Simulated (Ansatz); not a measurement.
Start from `[NH2][GeH]([OH])[F]` and change one atom or group to get `[NH2][GeH]([OH])[CH2]Cl`.

Ansatz, PBE0-D4/def2-TZVP geometries, multiplicity 1. Each molecule was computed in one conformer, which needn't be the lowest.

Scalar relativity is left out up to krypton.

```json
{"property": "size of the dipole moment (ωB97M-V/def2-TZVPP) / D", "`[NH2][GeH]([OH])[F]`": "0.91"}
{"property": "HOMO energy (ωB97M-V/def2-TZVPP) / eV", "`[NH2][GeH]([OH])[F]`": "-10.56"}
{"property": "LUMO energy (PBE0/def2-TZVPP) / eV", "`[NH2][GeH]([OH])[F]`": "0.46"}
{"property": "HOMO energy (PBE0/def2-TZVPP) / eV", "`[NH2][GeH]([OH])[F]`": "-8.14"}
{"property": "HOMO energy (PBE/def2-TZVPP) / eV", "`[NH2][GeH]([OH])[F]`": "-6.60"}
{"property": "LUMO energy (ωB97M-V/def2-TZVPP) / eV", "`[NH2][GeH]([OH])[F]`": "2.06"}
```

Question: What does the change do to each property? (An estimate is asked.)

Answer: The calculation gave: 
```
                                          property  `[NH2][GeH]([OH])[CH2]Cl`  shift
size of the dipole moment (ωB97M-V/def2-TZVPP) / D                       1.12   0.21
             HOMO energy (ωB97M-V/def2-TZVPP) / eV                      -9.91   0.65
                LUMO energy (PBE0/def2-TZVPP) / eV                       0.32  -0.14
                HOMO energy (PBE0/def2-TZVPP) / eV                      -7.59   0.55
                 HOMO energy (PBE/def2-TZVPP) / eV                      -6.17   0.43
             LUMO energy (ωB97M-V/def2-TZVPP) / eV                       2.04  -0.02
```

With PBE0 the HOMO rises by 0.55 eV and the LUMO falls by 0.14 eV, so the gap narrows by about 0.69 eV. PBE moves the HOMO by 0.43 eV and ωB97M-V by 0.65 eV. Dipoles are sizes alone; their direction can turn.
